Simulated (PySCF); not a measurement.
C₈H₂₁BPS (charge -1).
SMILES: `[BH3-]P(=S)(C(C)(C)C)C(C)(C)C`

Torsions of this conformer, `[BH3-:1][P:2](=[S:3])([C:4]([CH3:5])([CH3:6])[CH3:7])[C:8]([CH3:9])([CH3:10])[CH3:11]`: B1–P2–C4–C5 -74°, B1–P2–C8–C9 53°.

The closed-shell ground state was solved at several levels (PySCF, density fitting, gas phase, non-relativistic). Geometry: PBE0-D3(BJ)/def2-SVP; no solvent, vibrations or thermal averaging. No diffuse functions stand in pcSseg-1, which bears on an anion's orbital energies.

| level | basis functions | total energy (Eh) | HOMO (eV) | LUMO (eV) | gap (eV) |
| --- | --- | --- | --- | --- | --- |
| CAM-B3LYP/def2-SVPD | 399 | -1081.3318 | -2.93 | 4.06 | 6.99 |
| PBE/pcSseg-1 | 306 | -1081.0838 | -0.50 | 3.60 | 4.10 |

Question: Estimate the row for PBE0/pcSseg-1, a basis of 306 functions; the other rows only guide the guess.

Answer: Total energy -1081.2146 Eh, HOMO -1.59 eV, LUMO 4.41 eV, gap 6.00 eV.

Question: Over all these levels, which gives the widest orbital gap and which the narrowest?

Answer: CAM-B3LYP/def2-SVPD (range-separated hybrid) has the widest, 6.99 eV, and PBE/pcSseg-1 (GGA) the narrowest, 4.10 eV. Functional and basis both differ between the two, so the spread mixes both effects.
